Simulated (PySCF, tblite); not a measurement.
Isomers of C4H9ClSi2. Computed with GFN2-xTB (tblite): harmonic, unscaled wavenumbers at the GFN2-xTB geometry, gas phase. The method is semi-empirical: single wavenumbers can be off by several per cent or more. Modes of hydrogen on silicon can be 10 to 20 % off. One conformer each.

Electronic energies: PBE0/pcSseg-1 single points on the GFN2-xTB geometries (PySCF, gas phase).

```csv
SMILES,"electronic energy, lowest = 0 (kcal/mol)"
ClC1=C[SiH2][SiH2]CC1,31.1
[SiH3][SiH2][C@H]1C=C(Cl)C1,62.2
Cl[SiH2][SiH]1CC=CC1,0.0
C[C@@H](Cl)[SiH2]C#C[SiH3],56.2
```

How do GFN2-xTB zero-point energies change the relative energies?

| SMILES | ZPE (kcal/mol) | of it from modes above 1550 cm⁻¹ | electronic (kcal/mol) | with ZPE, lowest = 0 (kcal/mol) | lowest mode (cm⁻¹) | rings |
| --- | --- | --- | --- | --- | --- | --- |
| Cl[SiH2][SiH]1CC=CC1 | 70.6 | 37.6 | 0.0 | 0.0 | 9 | 1 |
| ClC1=C[SiH2][SiH2]CC1 | 69.4 | 36.3 | 31.1 | 29.9 | 35 | 1 |
| C[C@@H](Cl)[SiH2]C#C[SiH3] | 65.7 | 36.5 | 56.2 | 51.3 | 21 | 0 |
| [SiH3][SiH2][C@H]1C=C(Cl)C1 | 66.7 | 35.5 | 62.2 | 58.3 | 10 | 1 |

The zero-point energies span 4.9 kcal/mol, from `C[C@@H](Cl)[SiH2]C#C[SiH3]` to `Cl[SiH2][SiH]1CC=CC1`. The order is unchanged.

And how do the electronic energies of GFN2-xTB itself compare?

`Cl[SiH2][SiH]1CC=CC1` 0.0; `ClC1=C[SiH2][SiH2]CC1` 24.4; `C[C@@H](Cl)[SiH2]C#C[SiH3]` 46.6; `[SiH3][SiH2][C@H]1C=C(Cl)C1` 40.0 kcal/mol, lowest = 0. Against the energies above, taken from the same isomer `Cl[SiH2][SiH]1CC=CC1`, the largest difference is 22.2 kcal/mol.
